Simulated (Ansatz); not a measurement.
Gas-phase electronic energies from Ansatz, PBE0-D4/def2-TZVP geometries. CCSD(T)/CBS is the MP2 limit (def2-TZVPP, def2-QZVPP) plus CCSD(T) − MP2 in def2-TZVPP, frozen cores. This one scheme is used for every species. DFT in def2-TZVPP. Elements past krypton have def2 core potentials. For I outer-core shells are correlated without core-valence functions, which leaves a few kJ/mol of doubt a bond. One conformer a species, not always the lowest.

`CC(=N)CI` + HCl → `CC(=N)Cl` + `CI`  (substitution at a C–C bond)

`CC(=N)CI`:

```xyz
11

C    -1.004    0.784   -0.075
C    -0.148   -0.436    0.079
N    -0.555   -1.637    0.089
C     1.318   -0.221    0.275
I     2.251    0.475   -1.535
H    -0.923    1.418    0.813
H    -2.050    0.515   -0.221
H    -0.669    1.384   -0.926
H    -1.567   -1.677   -0.032
H     1.810   -1.156    0.523
H     1.536    0.552    1.010
```

HCl:

Cartesian coordinates in Å:
```
Cl 0.486 0.258 0.326
H -0.486 -0.258 -0.326
```

`CC(=N)Cl`:

Cartesian coordinates in Å:
```
C -0.904 0.309 -0.266
C 0.462 -0.145 0.101
N 0.773 -0.633 1.206
Cl 1.633 0.081 -1.216
H -1.574 0.142 0.575
H -1.258 -0.238 -1.142
H -0.888 1.369 -0.529
H 1.756 -0.885 1.272
```

`CI`:

Z-matrix (Å, degrees):
```
C
I 1 2.129
H 1 1.086 2 107.7
H 1 1.086 2 107.7 3 120.0
H 1 1.086 2 107.7 3 -120.0
```

```json
{"level": "r2SCAN0-D4", "ΔE (kJ/mol)": "0.0"}
{"level": "revPBE", "ΔE (kJ/mol)": "-15.1"}
```

(1) What does CCSD(T)/CBS give? (Best estimate.)

Largest T1 diagnostic among the species: 0.012.

## Answers

(1) Ansatz gave: +9.9 kJ/mol. The listed levels differ from it by -9.9, -25.0 kJ/mol.

From r2SCAN to r2SCAN0 (25 % exact exchange), in def2-TZVPP and without D4, ΔE moves by +5.5 kJ/mol. The D4 term adds +8.5 kJ/mol with B3LYP and +5.0 kJ/mol with PBE0; it sums over pairs of atoms, weighted by their polarisabilities, and B3LYP, whose exchange is more repulsive, gets the larger term. In def2-TZVPP, CCSD(T) changes the Hartree–Fock value by +9.6 kJ/mol (the triples alone add −0.8 kJ/mol) and MP2 by +9.7 kJ/mol.

B3LYP here is the variant with VWN-RPA as its local correlation; programs differ in this.
